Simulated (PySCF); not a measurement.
## Nd²⁺: excitation energy

Nd²⁺ [Xe] 4f4 (high-spin determinant) → Nd²⁺ [Xe] 4f3 6s1 (high-spin determinant), as a difference of total energies. All numbers are calculated (PySCF 2.14, scalar relativity by spin-free X2C-1e, in ANO-RCC-VTZP). Correlated levels: valence: [Kr] 4d10 frozen; valence and next inner shell: [Ar] 3d10 frozen. The calculations carry no spin-orbit coupling.

```csv
method,excitation energy (cm⁻¹)
UHF,20446
LDA,40300
PBE,39191
MP2 (valence),28827
SCS-MP2 (valence),25601
MP2 (valence and next inner shell),30145
SCS-MP2 (valence and next inner shell),26962
```

A first-order spin-orbit estimate (lowest level to lowest level, LS coupling) adds -0.041 eV.

The basis was made for the ground configuration and has no added diffuse functions, so the excitation energy can come out too high.

The determinant of the upper state and of the lower state mixes LS terms, which raises its energy above the lowest term, most at the Hartree-Fock and MP2 levels.
